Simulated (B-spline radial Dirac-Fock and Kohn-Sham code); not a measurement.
## Auger parameter of cerium: the M5 level and its strongest M5-NN line

Method: Dirac-Fock (average of configuration) total-energy differences with a finite nucleus, the Breit interaction including its frequency dependence, and self-energy and vacuum-polarisation corrections. Computed with a radial atomic solver. The modified Auger parameter α′ is the binding energy plus the kinetic energy of the Auger electron; it does not depend on the energy zero. For free ions it tends to fall with charge, since less charge screens the final holes.

```
            species         configuration  binding 3d5/2 (eV)  Auger line  kinetic (eV)  α′ (eV)
                 Ce      [Xe] 4f1 5d1 6s2               894.1    N5N5 J=4         638.6   1532.7
                 Ce      [Xe] 5d1 6s2 6p1               908.4    N5N5 J=4         629.0   1537.4
                 Ce          [Xe] 4f2 6s2               884.9    N5N5 J=4         644.4   1529.3
                 Ce      [Xe] 4f1 6s2 6p1               897.8    N5N5 J=4         634.7   1532.5
                 Ce  [Xe] 4f1 5d1 6s1 6p1               895.2    N5N5 J=4         637.6   1532.8
                 Ce          [Xe] 4f3 5d1               874.7    N5N5 J=4         655.4   1530.1
                Ce⁺          [Xe] 4f1 5d2               897.9    N5N5 J=4         634.0   1531.9
                Ce⁺          [Xe] 4f2 5d1               888.8    N5N5 J=4         639.8   1528.6
   Ce⁺ (Watson 2 Å)          [Xe] 4f1 5d2               891.3    N5N5 J=4         641.1   1532.3
 Ce⁺ (Watson 2.4 Å)          [Xe] 4f1 5d2               892.1    N5N5 J=4         640.0   1532.1
               Ce²⁺              [Xe] 4f2               898.6    N5N5 J=4         628.6   1527.2
Ce²⁺ (Watson 1.6 Å)              [Xe] 4f2               881.0    N5N5 J=4         646.5   1527.5
               Ce³⁺              [Xe] 4f1               919.6    N5N5 J=4         610.3   1529.9
               Ce³⁺              [Xe] 6s1               934.1    N5N5 J=4         600.8   1534.9
               Ce³⁺              [Xe] 6p1               935.1    N5N5 J=4         599.9   1535.0
Ce³⁺ (Watson 1.8 Å)              [Xe] 4f1               895.7    N5N5 J=4         634.2   1530.0
Ce³⁺ (Watson 2.2 Å)              [Xe] 4f1               900.0    N5N5 J=4         629.9   1529.9
               Ce⁴⁺     [Kr] 4d10 5s2 5p6               943.5    N5N5 J=4         590.9   1534.5
Ce⁴⁺ (Watson 2.4 Å)     [Kr] 4d10 5s2 5p6               919.5    N5N5 J=4         614.9   1534.5
Ce⁴⁺ (Watson 2.7 Å)     [Kr] 4d10 5s2 5p6               922.2    N5N5 J=4         612.3   1534.5
               Ce⁵⁺     [Kr] 4d10 5s2 5p5               960.2    N5N5 J=4         574.9   1535.0
               Ce⁶⁺     [Kr] 4d10 5s2 5p4               977.6    N5N5 J=4         558.3   1535.8
               Ce⁷⁺     [Kr] 4d10 5s2 5p3               995.7    N5N5 J=4         541.2   1536.9
               Ce⁸⁺     [Kr] 4d10 5s2 5p2              1014.6    N5N5 J=4         523.7   1538.3
```
